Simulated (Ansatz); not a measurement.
Reaction (isomerisation): `[CH3][GeH2][CH]=N` → `C[N](C)[GeH]`

Calculated with Ansatz (gas phase, PBE0-D4/def2-TZVP geometries, no zero-point term in ΔE). CBS: MP2 limit from def2 TZ/QZ plus the TZ coupled-cluster correction, frozen cores. DFT in def2-TZVPP. B3LYP here is the variant with VWN-RPA as its local correlation; programs differ in this. For Ge outer-core shells are correlated without core-valence functions, which leaves a few kJ/mol of doubt a bond. Scalar relativity is left out up to krypton. One conformer a species, not always the lowest.

```
             level  ΔE (kJ/mol)  difference from CCSD(T)/CBS
            PBE-D4        -27.0                        -11.5
         r2SCAN-D4        -14.0                          1.5
           PBE0-D4        -22.3                         -6.8
          B3LYP-D4        -29.3                        -13.8
           ωB97X-V        -13.4                          2.1
           ωB97M-V        -19.6                         -4.1
            B2PLYP        -18.2                         -2.7
               PBE        -24.3                         -8.8
            r2SCAN        -13.5                          2.0
              PBE0        -20.1                         -4.6
             B3LYP        -24.7                         -9.2
     HF/def2-TZVPP         -2.6                         12.9
    MP2/def2-TZVPP         -6.6                          8.9
SCS-MP2/def2-TZVPP         -6.9                          8.6
   CCSD/def2-TZVPP         -4.0                         11.5
CCSD(T)/def2-TZVPP         -4.1                         11.4
     HF/def2-QZVPP         -4.1                         11.4
    MP2/def2-QZVPP        -13.6                          1.9
SCS-MP2/def2-QZVPP        -12.2                          3.3
      HF/CBS(def2)         -4.3                         11.2
     MP2/CBS(def2)        -18.0                         -2.5
    CCSD/CBS(def2)        -15.4                          0.1
       CCSD(T)/CBS        -15.5                            0
```

Largest T1 diagnostic among the species: 0.016.

From PBE to PBE0 (25 % exact exchange), in def2-TZVPP and without D4, ΔE moves by +4.2 kJ/mol. The D4 term adds −4.6 kJ/mol with B3LYP and −2.2 kJ/mol with PBE0; it sums over pairs of atoms, weighted by their polarisabilities, and B3LYP, whose exchange is more repulsive, gets the larger term.
